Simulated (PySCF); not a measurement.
**Electron correlation in Sb²⁺ (antimony, charge +2)**

[Kr] 4d10 5s1 5p2, high-spin 4P determinant (an excited configuration). Calculation: PySCF 2.14, in def2-TZVPPD with the def2 core potential (28 electrons); scalar relativity through the core potential. Frozen: nothing; 21 electrons correlated.

MP2 pair energies summed by pair of shells (mhartree):

```json
{"pair": "4d-4d", "energy": "-136.10", "share (%)": "53.7"}
{"pair": "4d-5p", "energy": "-33.09", "share (%)": "13.1"}
{"pair": "4p-4d", "energy": "-29.20", "share (%)": "11.5"}
{"pair": "4d-5s", "energy": "-19.45", "share (%)": "7.7"}
{"pair": "4p-4p", "energy": "-9.40", "share (%)": "3.7"}
{"pair": "4s-4d", "energy": "-8.29", "share (%)": "3.3"}
{"pair": "5p-5p", "energy": "-4.42", "share (%)": "1.7"}
{"pair": "4s-4p", "energy": "-3.87", "share (%)": "1.5"}
{"pair": "5s-5p", "energy": "-3.03", "share (%)": "1.2"}
{"pair": "4p-5p", "energy": "-2.56", "share (%)": "1.0"}
{"pair": "4p-5s", "energy": "-2.45", "share (%)": "1.0"}
{"pair": "4s-4s", "energy": "-0.92", "share (%)": "0.4"}
{"pair": "4s-5s", "energy": "-0.24", "share (%)": "0.1"}
{"pair": "4s-5p", "energy": "-0.21", "share (%)": "0.1"}
```

Total MP2 correlation energy: -253.27 mhartree.

Same-spin part -99.40 and opposite-spin part -153.87 mhartree; SCS-MP2 scales them by 1/3 and 6/5 to -217.77 mhartree.

The basis has no tight functions for the innermost shells, so their pair energies are far from complete.

This basis was not built for core-valence correlation, so the inner-shell part is incomplete.
